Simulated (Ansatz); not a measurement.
CH8AlGaSi can be A, `C[SiH]([AlH2])[GaH2]`, or B, `C[SiH2][AlH][GaH2]`.

Calculated with Ansatz (gas phase, PBE0-D4/def2-TZVP geometries, no zero-point term in ΔE). CCSD(T)/CBS adds triple-zeta CCSD(T) − MP2 to the extrapolated MP2 energy (def2 sets, frozen cores). Functionals use def2-TZVPP. B3LYP here is the variant with VWN-RPA as its local correlation; programs differ in this. For Ga outer-core shells are correlated without core-valence functions, which leaves a few kJ/mol of doubt a bond. Scalar relativity is left out up to krypton. Each species was taken in one conformer, which may not be the lowest.

(1) Which isomer does CCSD(T)/CBS put lower? Give the gap. (Best estimate.)

(2) Give E(B) − E(A) in kcal/mol with B2PLYP, PBE0-D4, HF/def2-TZVPP, PBE-D4, CCSD(T)/def2-TZVPP, CCSD(T)/def2-SVP, B3LYP-D4. (An estimate is asked.)

Largest T1 diagnostic: 0.013.

Answers

(1) The calculation gave: B, by 0.3 kcal/mol. So small a gap doesn't settle the order.

(2) Ansatz gave: B2PLYP -0.8, PBE0-D4 -0.3, HF/def2-TZVPP -2.6, PBE-D4 -0.1, CCSD(T)/def2-TZVPP -0.4, CCSD(T)/def2-SVP -0.2, B3LYP-D4 -0.3. None reverses the order clearly.

In def2-TZVPP, CCSD(T) changes the Hartree–Fock value by +2.2 kcal/mol (the triples alone add +0.5 kcal/mol) and MP2 by +3.3 kcal/mol. The D4 term adds +1.2 kcal/mol with B3LYP and +0.6 kcal/mol with PBE0; it sums over pairs of atoms, weighted by their polarisabilities, and B3LYP, whose exchange is more repulsive, gets the larger term.
